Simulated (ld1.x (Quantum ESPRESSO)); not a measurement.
## Before and after: TM semilocal potential for cobalt (Co)

cobalt (Co), norm-conserving Troullier–Martins (semilocal form), made with ld1.x (Quantum ESPRESSO) 7.5 (PBE, non-relativistic). Core [Ar], reference 3d7 4s1.75 4p0.25. Waves: 4s (bound): rc 2.25 bohr; 3d (bound): rc 0.85 bohr; 4p (bound): rc 2.90 bohr. Local part: the p channel. Core correction: Bessel-smoothed model core inside 0.40 bohr.

Change: wave 4s (bound): rc 2.25 bohr becomes 4s (bound): rc 3.06 bohr.

Cutoffs: the cutoffs (Ry, on a coarse ladder) from which the occupation-weighted sum of valence levels, in a spherical-Bessel basis at the reference potential, stays within 10 and 1 mRy of its value at 400 Ry; they do not see the model core or the augmentation charge, which bear on the density cutoff. Errors are all-electron minus pseudo energies relative to the spin-unpolarised reference configuration.

Question: What does the change do?

Answer: The potential gets neither clearly harder nor softer (260 Ry and 300 Ry → 260 Ry and 300 Ry); the d channel sets the loose cutoff, while the largest relative change is in s, which becomes softer; of the 7 tests that both files solve, the error grows in 4 and shrinks in 3 by more than 15 % and 0.3 meV (median size 34.1 → 4.5 meV); neither file shows a bound ghost. A semilocal file is local in each channel, so a ghost entry of none says nothing of the separable form that plane-wave codes build from it.

| quantity | base | changed |
| --- | --- | --- |
| cutoff, loose | 260 Ry | 260 Ry |
| cutoff, tight | 300 Ry | 300 Ry |
| loose cutoff by channel (10 mRy a level) | s 8 Ry, d 230 Ry, p 6 Ry | s 6 Ry, d 230 Ry, p 6 Ry |
| bound ghosts | none | none |
| error for 3d7 4s2 4p0, meV [ΔE -1.02 eV] | -0.1 | -0.4 |
| error for 3d7 4s1 4p0, meV [ΔE 7.86 eV] | -5.4 | -3.0 |
| error for 3d7 4s0 4p0, meV [ΔE 24.40 eV] | -44 | -80 |
| error for 3d7.5 4s1.5 4p0, meV [ΔE -2.17 eV] | -34 | -15 |
| error for 3d7 4s1 4p1, meV [ΔE 3.18 eV] | -1.0 | -4.5 |
| error for 3d6 4s2 4p0, meV [ΔE 14.52 eV] | -203 | -2.6 |
| error for 3d6 4s0 4p0, meV [ΔE 60.50 eV] | -142 | -417 |
